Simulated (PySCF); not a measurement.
A species of formula C6H16OSSi has this rotational fingerprint, computed with PBE0/pcSseg-1 in PySCF (dipole) on a GFN2-xTB geometry, gas phase:

```
Rotational constants : A = 2197, B = 447.5, C = 416.7 MHz
Dipole components    : |μa| = 0.30 D, |μb| = 0.95 D, |μc| = 3.19 D
Inertial defect      : -146.67 u·Å²
κ                    : -0.97
```

Problem. Which structure is it? (One computed conformer of each.)
A. `[CH3:1][O:2][Si@@H:3]([SH:4])[CH2:5][C:6]([CH3:7])([CH3:8])[CH3:9]` with C1–O2–Si3–S4 44°, O2–Si3–S4–H 166°, O2–Si3–C5–C6 151°
B. `[CH3:1][S:2][Si@H:3]([CH3:4])[O:5][C:6]([CH3:7])([CH3:8])[CH3:9]` with C1–S2–Si3–C4 -57°, S2–Si3–O5–C6 -46°
C. `[CH3:1][CH2:2][S@@:3](=[O:4])[CH2:5][CH2:6][C@H:7]([CH3:8])[SiH3:9]` with C1–C2–S3–O4 59°, C2–S3–C5–C6 165°, S3–C5–C6–C7 58°, C5–C6–C7–C8 -176°
D. `[CH3:1][CH2:2][C:3]([CH3:4])([CH3:5])[O:6][SiH2:7][S:8][CH3:9]` with C1–C2–C3–C4 -60°, C2–C3–O6–Si7 158°, C3–O6–Si7–S8 170°, O6–Si7–S8–C9 177°
E. `[CH3:1][C@@H:2]([CH2:3][CH2:4][CH2:5][SiH3:6])[S@:7]([CH3:8])=[O:9]` with C1–C2–C3–C4 -174°, C2–C3–C4–C5 180°, C3–C4–C5–Si6 -178°, C1–C2–S7–C8 71°
F. `[CH3:1][CH2:2][SiH2:3][C@@H:4]([CH3:5])[CH2:6][S@:7]([CH3:8])=[O:9]` with C1–C2–Si3–C4 173°, C2–Si3–C4–C5 -71°, Si3–C4–C6–S7 55°, C4–C6–S7–C8 162°

Solution. E. It is C[C@@H](CCC[SiH3])[S@](C)=O, a near-prolate asymmetric top, point group C1. The candidates at the same level (rigid rotor, commonest isotopes):

```
                     SMILES  A (MHz)  B (MHz)  C (MHz)  μa (D)  μb (D)  μc (D)  Δ (u·Å²)  point group                        rotor
         CCC(C)(C)O[SiH2]SC     2100    585.6    515.6    0.92    2.11    0.05   -123.50           C1  near-prolate asymmetric top
CC[SiH2][C@@H](C)C[S@](C)=O     1553    670.0    575.3    0.45    0.20    3.84   -201.14           C1               asymmetric top
C[C@@H](CCC[SiH3])[S@](C)=O     2197    447.5    416.7    0.30    0.95    3.19   -146.67           C1  near-prolate asymmetric top
      CO[Si@@H](S)CC(C)(C)C     1775    654.3    546.3    1.12    0.60    0.43   -132.04           C1               asymmetric top
CC[S@@](=O)CC[C@H](C)[SiH3]     2304    567.4    527.6    1.29    2.79    1.86   -152.07           C1  near-prolate asymmetric top
       CS[Si@H](C)OC(C)(C)C     1861    714.9    605.1    0.15    0.52    0.61   -143.28           C1               asymmetric top
```

`CO[Si@@H](S)CC(C)(C)C` has B 46 % too high; `CC[S@@](=O)CC[C@H](C)[SiH3]` has B 27 % too high; `CC[SiH2][C@@H](C)C[S@](C)=O` has B 50 % too high; `CCC(C)(C)O[SiH2]SC` has B 31 % too high; `CS[Si@H](C)OC(C)(C)C` has B 60 % too high. No structure here is proved a minimum.
